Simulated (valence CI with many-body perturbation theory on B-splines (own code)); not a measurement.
Ladder of approximations for Sm12+

Calculated by relativistic CI+MBPT: four valence electrons over a frozen Dirac-Fock core [Kr] 4d10, a basis of 8 s, 8 p, 9 d, 9 f, 6 g, 3 h, 2 i functions for each j, with the one-electron correlation potential Σ1 (screened to all orders), the two-electron term Σ2, the three-electron term Σ3, Breit, model QED; selected single and double excitations, second order for the rest, scaled by the run's own slope (own B-spline code, finite nucleus).

No measured levels were compared; by estimate terms of the open shell hold to a few per cent of their energy, and close levels can change places; configurations with another count of f electrons can be misplaced by thousands of cm⁻¹. Core correlation moves these levels by up to 34000 cm⁻¹, and in measured spectra 5 to 20 % of such shifts remained as error; rates that hang on mixing are uncertain with them.

Each rung adds one term. CI alone is the Dirac-Coulomb CI over the frozen core; QED comes last and gives the full result, which names the levels. Energies are above 4f2 5s2 3H_4 on the same rung, in eV.

Names give the largest LS component (configuration and term), which can be under half, so a name can repeat, a term be missing and a line seem to break the LS rules; names also repeat where a configuration has a term twice. Letters in brackets count levels of one name in rising energy.

```tsv
Level	CI alone	+ Σ1	+ Σ2	+ Σ3	+ Breit	Full
4f2 5s2 3H_5	0.554	0.598	0.630	0.628	0.581	0.583
4f2 5s2 3F_2	1.103	1.126	1.065	1.066	1.071	1.071
4f2 5s2 3H_6	1.114	1.198	1.262	1.259	1.162	1.168
4f2 5s2 3F_3	1.466	1.520	1.493	1.492	1.461	1.464
4f2 5s2 3F_4	1.467	1.519	1.561	1.560	1.519	1.522
4f2 5s2 1G_4	2.190	2.293	2.378	2.374	2.292	2.299
4f2 5s2 1D_2	3.852	3.932	3.726	3.728	3.704	3.707
4f2 5s2 3P_0	4.716	4.786	4.494	4.499	4.504	4.506
4f2 5s2 1I_6	4.841	4.933	4.664	4.665	4.597	4.600
4f2 5s2 3P_1	4.891	4.978	4.699	4.703	4.693	4.696
4f2 5s2 3P_2	5.207	5.325	5.083	5.085	5.028	5.033
4f3 5s 5I°_4	13.824	13.113	9.721	9.735	9.550	9.425
4f3 5s 5I°_5	14.054	13.360	9.992	10.006	9.799	9.675
4f3 5s 5I°_6	14.335	13.666	10.325	10.339	10.102	9.979
4f2 5s2 1S_0	10.164	10.334	10.292	10.302	10.288	10.293
4f3 5s 5I°_7	14.653	14.010	10.699	10.713	10.441	10.320
4f3 5s 5I°_8	15.001	14.384	11.100	11.114	10.803	10.684
4f3 5s 3I°_5 [a]	15.731	15.028	11.756	11.777	11.576	11.448
4f3 5s 5F°_1	16.182	15.510	12.015	12.022	11.844	11.719
4f3 5s 5F°_2	16.288	15.628	12.147	12.154	11.963	11.839
4f3 5s 3I°_6 [a]	16.234	15.573	12.344	12.366	12.113	11.988
4f3 5s 5F°_3	16.444	15.798	12.335	12.339	12.128	12.006
4f3 5s 5S°_2	16.420	15.791	12.375	12.477	12.265	12.143
4f3 5s 5F°_4	16.572	15.925	12.504	12.503	12.278	12.156
4f3 5s 5F°_5	16.649	15.997	12.606	12.599	12.370	12.248
4f3 5s 3H°_4	16.728	16.083	12.749	12.730	12.517	12.394
4f3 5s 3I°_7	16.740	16.116	12.924	12.946	12.643	12.520
4f3 5s 3H°_5	16.960	16.337	13.005	12.993	12.754	12.632
4f3 5s 5G°_2	17.365	16.712	13.143	13.174	12.995	12.871
4f3 5s 5G°_3	17.404	16.756	13.251	13.273	13.080	12.957
4f3 5s 3H°_6	17.254	16.642	13.368	13.353	13.091	12.970
```

(1) How does the ionisation energy move along the ladder, and which term matters most?

Results:

(1) CI alone 223.37, + Σ1 226.19, + Σ2 229.11, + Σ3 228.99, + Breit 229.08, + QED 229.11 eV. The largest step is Σ2, 2.92 eV, with Σ1 about as large (2.82). NIST lists 237 ± 12 eV (theoretical).
